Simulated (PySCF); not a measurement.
Bond length, frequency and bond energy of BiBr by level of theory

State: ³Σ⁻ (triplet), unpaired electrons π ↑↑. Set-up: PySCF, scalar-relativistic core potentials, basis sets Bi def2-SVP with ECP60, Br def2-SVP. De refers to Bi + Br in their high-spin ground configurations, without counterpoise correction. The functionals are run spin-unrestricted. A positive dipole means Bi(−)Br(+).

| Level | Re (Å) | ωe (cm⁻¹) | De (eV) | μ (D) | CPU s a point (SCF and correlation, without the integrals) |
| --- | --- | --- | --- | --- | --- |
| UHF | 2.642 | 220 | 1.21 | -3.89 | 0.32 |
| UHF-MP2 | 2.621 | 228 | 2.16 | n/a | 0.58 |
| UHF-SCS-MP2 | 2.632 | 225 | 2.08 | n/a | n/a |
| UHF-CCSD | 2.638 | 221 | 2.00 | n/a | n/a |
| UHF-CCSD(T) | 2.640 | 220 | 2.09 | n/a | 22 |
| PBE | 2.627 | 220 | 2.88 | -2.63 | 1.4 |
| PW91 | 2.626 | 221 | 2.91 | -2.61 | 0.92 |
| r²SCAN | 2.615 | 225 | 2.69 | -2.92 | 1.7 |
| PBE0 | 2.607 | 228 | 2.65 | -2.98 | 2.5 |
| B97-3 | 2.625 | 223 | 2.68 | -3.04 | 1.1 |
| MN15 | 2.600 | 229 | 2.56 | -3.05 | 2 |

The bond length runs from 2.600 Å (MN15) to 2.642 Å (UHF). De spans 1.21 eV (UHF, mean field) to 2.91 eV (PW91, GGA). Correlation at CCSD(T) changes the Hartree–Fock bond energy by +0.88 eV; the triples alone change it by +0.09 eV.

Correlated steps freeze 13 core orbitals. Correlated levels converge slowly with the basis: in double zeta they bind strong bonds too weakly, by up to about 1 eV, and carry superposition errors of some tenths. These are scalar-relativistic numbers at best; spin–orbit coupling would shift them, the dissociation energy most. The state was picked by a PBE0 search and need not be the measured ground state.

The whole job (state search and all levels along the bond) took about 5.3 min on 1 thread of Arm Neoverse N1 (shared host), peak memory 0.65 GiB.
